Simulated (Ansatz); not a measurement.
Reaction (cleavage of the Ga–Si bond): `N[SiH2][GaH2]` + `[OH][AlH2]` → `[AlH2][O][GaH2]` + `N[SiH3]`

Calculated with Ansatz (gas phase, PBE0-D4/def2-TZVP geometries, no zero-point term in ΔE). CBS: MP2 limit from def2 TZ/QZ plus the TZ coupled-cluster correction, frozen cores. This one scheme is used for every species. DFT in def2-TZVPP. For Ga outer-core shells are correlated without core-valence functions, which leaves a few kJ/mol of doubt a bond. Scalar relativity is left out up to krypton. Each species was taken in one conformer, which may not be the lowest.

```csv
level,ΔE (kcal/mol)
revPBE-D4,-13.5
BLYP-D4,-17.0
BHLYP-D4,-19.2
BHLYP,-19.8
```

Problem. What does CCSD(T)/CBS give? (Best estimate.)

Solution. Ansatz gave: -17.7 kcal/mol. The listed levels differ from it by 4.2, 0.7, -1.5, -2.1 kcal/mol.

Largest T1 diagnostic among the species: 0.015.

Leaving LDA and LC-ωPBE aside and taking each functional with its dispersion term where it has one, the values, not all of them listed here, spread over 6.2 kcal/mol, from B2PLYP to PBE-D4. At CCSD(T), def2-SVP lies −5.5 kcal/mol from the extrapolated value and def2-TZVPP −1.4 kcal/mol. From BLYP to BHLYP (50 % exact exchange), in def2-TZVPP and without D4, ΔE moves by −2.1 kcal/mol.
